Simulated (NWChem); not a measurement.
System: diphosphane (P₂H₄); SMILES PP

Here is an NWChem input.

```
start job
memory heap 200 mb stack 900 mb global 1100 mb
geometry units angstroms noautoz
  P     -0.000035    -1.132413    -0.052446
  P     -0.000035     1.132413     0.052446
  H      1.028264    -1.283060     0.924219
  H     -1.028442    -1.283038     0.924107
  H      1.028270     1.283059    -0.924213
  H     -1.028437     1.283039    -0.924113
end
basis spherical
  P library def2-tzvpd
  H library def2-tzvpd
end
dft
  xc xpbe96 cpbe96
  iterations 150
  vectors input atomic output neutral.movecs
end
task dft energy
charge 1
dft
  odft
  mult 2
  vectors input atomic output cation.movecs
end
task dft energy
```

Excerpt of the output:

```
             Northwest Computational Chemistry Package (NWChem) 7.3.0
             --------------------------------------------------------

 C1  symmetry detected

                             Geometry "geometry" -> ""
                             -------------------------

 Output coordinates in angstroms (scale by  1.889725989 to convert to a.u.)

  No.       Tag          Charge          X              Y              Z
 ---- ---------------- ---------- -------------- -------------- --------------
    1 P                   15.0000     0.00000596    -1.13161206    -0.06755688
    2 P                   15.0000     0.00000610     1.13161206     0.06755688
    3 H                    1.0000     1.02830843    -1.29528210     0.90700662
    4 H                    1.0000    -1.02839757    -1.29525891     0.90690221
    5 H                    1.0000     1.02830762     1.29528132    -0.90700792
    6 H                    1.0000    -1.02839937     1.29525968    -0.90690091

 Effective nuclear repulsion energy (a.u.)      87.3857318445

  pbe96 is a nonlocal functional; adding pw91lda local functional.

                                 NWChem DFT Module
                                 -----------------

 Summary of "ao basis" -> "ao basis" (spherical)
 ------------------------------------------------------------------------------
       Tag                 Description            Shells   Functions and Types
 ---------------- ------------------------------  ------  ---------------------
 P                         def2-tzvpd               15       43   6s5p3d1f
 H                         def2-tzvpd                5        9   3s2p

            General Information
            -------------------
          SCF calculation type: DFT
          Wavefunction type:  closed shell.
          No. of atoms     :     6
          No. of electrons :    34
           Alpha electrons :    17
            Beta electrons :    17
          Charge           :     0
          Spin multiplicity:     1
          Use of symmetry is: off; symmetry adaption is: off
          Maximum number of iterations: 150
          AO basis - number of functions:   122
                     number of shells:    50
          Convergence on energy requested:  1.00D-06
          Convergence on density requested:  1.00D-05
          Convergence on gradient requested:  5.00D-04

              XC Information
              --------------
          PerdewBurkeErnzerhof Exchange Functional  1.000
            Perdew 1991 LDA Correlation Functional  1.000 local
           PerdewBurkeErnz. Correlation Functional  1.000 non-local

             Grid Information
             ----------------
          Grid used for XC integration:  medium
          Radial quadrature: Mura-Knowles
          Angular quadrature: Lebedev.
          Tag              B.-S. Rad. Rad. Pts. Rad. Cut. Ang. Pts.
          ---              ---------- --------- --------- ---------
          P                   1.00       88          11.0       590
          H                   0.35       45          11.0       434
          Grid pruning is: on
          Number of quadrature shells:   356
          Spatial weights used:  Erf1

      Superposition of Atomic Density Guess
      -------------------------------------

 Sum of atomic energies:        -683.30151566

      Non-variational initial energy
      ------------------------------

 Total energy =    -683.793017
 1-e energy   =   -1118.536581
 2-e energy   =     347.357832
 HOMO         =      -0.252264
 LUMO         =       0.019726

   convergence    iter        energy       DeltaE   RMS-Dens  Diis-err
 ---------------- ----- ----------------- --------- --------- ---------
 d= 0,ls=0.0,diis     1   -684.7661771030 -7.72D+02  3.96D-03  8.77D-01
 d= 0,ls=0.0,diis     2   -684.7883475582 -2.22D-02  2.46D-03  3.88D-02
 d= 0,ls=0.0,diis     3   -684.7887414889 -3.94D-04  1.23D-03  3.98D-02
 d= 0,ls=0.0,diis     4   -684.7952262108 -6.48D-03  1.84D-04  1.05D-03
 d= 0,ls=0.0,diis     5   -684.7953997508 -1.74D-04  2.77D-05  2.10D-05
  Resetting Diis
 d= 0,ls=0.0,diis     6   -684.7954034304 -3.68D-06  4.27D-06  1.78D-07
 d= 0,ls=0.0,diis     7   -684.7954034568 -2.63D-08  2.00D-06  3.01D-08

         Total DFT energy =     -684.795403456767
      One electron energy =    -1120.557787615828
           Coulomb energy =      395.972515737297
    Exchange-Corr. energy =      -47.595863422691
 Nuclear repulsion energy =       87.385731844455

 Numeric. integr. density =       34.000013807391

                       DFT Final Molecular Orbital Analysis
                       ------------------------------------

 Vector   15  Occ=2.000000D+00  E=-3.102049D-01
              MO Center=  1.2D-05, -1.6D-07, -6.3D-08, r^2= 2.8D+00
   Bfn.  Coefficient  Atom+Function         Bfn.  Coefficient  Atom+Function
  ----- ------------  ---------------      ----- ------------  ---------------
    17      0.280254  1 P  py                60     -0.280254  2 P  py
    18     -0.144908  1 P  pz                61      0.144907  2 P  pz
    14      0.118697  1 P  py                57     -0.118697  2 P  py
    20      0.115701  1 P  py                63     -0.115701  2 P  py
     8     -0.110326  1 P  py                51      0.110326  2 P  py

 Vector   16  Occ=2.000000D+00  E=-2.905097D-01
              MO Center= -9.3D-06,  4.3D-07, -7.7D-08, r^2= 3.1D+00
   Bfn.  Coefficient  Atom+Function         Bfn.  Coefficient  Atom+Function
  ----- ------------  ---------------      ----- ------------  ---------------
    18      0.272769  1 P  pz                61      0.272770  2 P  pz
     4     -0.247585  1 P  s                 47      0.247585  2 P  s
     5     -0.239153  1 P  s                 48      0.239153  2 P  s
     3      0.154562  1 P  s                 46     -0.154562  2 P  s
    21      0.126995  1 P  pz                64      0.126995  2 P  pz

 Vector   17  Occ=2.000000D+00  E=-2.155315D-01
              MO Center=  1.7D-05, -4.3D-08, -7.3D-08, r^2= 3.9D+00
   Bfn.  Coefficient  Atom+Function         Bfn.  Coefficient  Atom+Function
  ----- ------------  ---------------      ----- ------------  ---------------
    18      0.243797  1 P  pz                61     -0.243797  2 P  pz
    17      0.225935  1 P  py                60     -0.225935  2 P  py
     5     -0.207876  1 P  s                 48     -0.207876  2 P  s
     4     -0.195988  1 P  s                 47     -0.195988  2 P  s
    21      0.138062  1 P  pz                64     -0.138062  2 P  pz

 Vector   18  Occ=0.000000D+00  E=-4.874409D-02
              MO Center= -2.6D-06, -1.6D-08,  5.8D-08, r^2= 5.9D+00
   Bfn.  Coefficient  Atom+Function         Bfn.  Coefficient  Atom+Function
  ----- ------------  ---------------      ----- ------------  ---------------
     6      0.746478  1 P  s                 49     -0.746478  2 P  s
    17     -0.368219  1 P  py                60     -0.368219  2 P  py
     4     -0.234019  1 P  s                 47      0.234019  2 P  s
    21      0.147976  1 P  pz                64      0.147976  2 P  pz
    36     -0.138515  1 P  d  2              79      0.138515  2 P  d  2

 Vector   19  Occ=0.000000D+00  E=-2.887826D-02
              MO Center= -3.3D-05,  1.6D-06, -6.0D-07, r^2= 7.6D+00
   Bfn.  Coefficient  Atom+Function         Bfn.  Coefficient  Atom+Function
  ----- ------------  ---------------      ----- ------------  ---------------
     6      1.041347  1 P  s                 49      1.041349  2 P  s
    89     -0.504160  3 H  s                 98     -0.504154  4 H  s
   107     -0.504144  5 H  s                116     -0.504171  6 H  s
    21      0.468058  1 P  pz                64     -0.468058  2 P  pz
     4     -0.295553  1 P  s                 47     -0.295554  2 P  s

 Vector   20  Occ=0.000000D+00  E=-1.947591D-02
              MO Center=  3.6D-06,  5.6D-06, -3.5D-07, r^2= 5.2D+00
   Bfn.  Coefficient  Atom+Function         Bfn.  Coefficient  Atom+Function
  ----- ------------  ---------------      ----- ------------  ---------------
    35      0.312076  1 P  d  1              78      0.312077  2 P  d  1
    89      0.299750  3 H  s                 98     -0.299753  4 H  s
   107     -0.299744  5 H  s                116      0.299757  6 H  s
    16      0.288070  1 P  px                59     -0.288072  2 P  px
    19     -0.191885  1 P  px                62      0.191884  2 P  px

     Multipole analysis of the density
     ---------------------------------

     L   x y z        total         alpha         beta         nuclear
     -   - - -        -----         -----         ----         -------
     0   0 0 0     -0.000000    -17.000000    -17.000000     34.000000

     1   1 0 0     -0.000021     -0.000010     -0.000010      0.000000
     1   0 1 0     -0.000001     -0.000000     -0.000000      0.000000
     1   0 0 1     -0.000000     -0.000000     -0.000000     -0.000000

     2   2 0 0    -20.411785    -17.758768    -17.758768     15.105751
     2   1 1 0      0.000000      0.000005      0.000005     -0.000009
     2   1 0 1      0.000001      0.000001      0.000001     -0.000001
     2   0 2 0    -22.751730    -91.952071    -91.952071    161.152413
     2   0 1 1     -2.130179      3.230115      3.230115     -8.590409
     2   0 0 2    -22.559996    -17.399344    -17.399344     12.238692

                                 NWChem DFT Module
                                 -----------------

[...]
```

Level: PBE/def2-TZVPD, vertical spin-unrestricted ions. All runs use the structure optimised with B3LYP/6-31G* (spherical d).
